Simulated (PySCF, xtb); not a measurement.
Zn(OH) (HOZn), SMILES [OH][Zn] (connectivity only; charge and spin as stated), neutral, multiplicity 2.

Harmonic wavenumbers (cm⁻¹) from GFN2-xTB in xtb at its own minimum, in rising order: 368, 530, 3672.

### Question
What does PBE-D3(BJ)/def2-TZVP in PySCF 2.14.0 give at its own minimum? (An estimate is asked for; the answer gives what the named calculation found.)

### Answer
539, 726, 3688. Paired by order, the mean absolute difference is 127 cm⁻¹ and the zero-point energies are 6.5 and 7.1 kcal/mol.
